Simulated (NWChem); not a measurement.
hydrogen bromide (HBr); SMILES Br

```xyz
2

Br     0.0000     0.0000     0.0493
H      0.0000     0.0000    -1.3730
```
Atoms are numbered in this order, from 1.

Program: NWChem. Structure relaxed at the PBE0/def2-SVP level. Solvent water, SMD (1 M gas to 1 M solution), gas-phase geometry.

| level | basis functions | solvation free energy (kcal/mol) | cavity-dispersion-structure term (kcal/mol) | dipole in solution (D) | relative time |
|---|---|---|---|---|---|
| M06-2X/cc-pVDZ | 32 | -0.7 | 0.2 | 1.29 | 1 |
| M06-2X/aug-cc-pVDZ | 45 | -0.7 | 0.2 | 1.13 | 1 |
| M06-2X/cc-pVTZ | 57 | -0.6 | 0.2 | 1.13 | 3 |
| M06-2X/aug-cc-pVTZ | 82 | -0.6 | 0.2 | 1.06 | 5 |
| M06-2X/cc-pVQZ | 98 | -0.6 | 0.2 | 1.07 | 8 |

The last column is a rough cost ratio, cheapest run = 1.
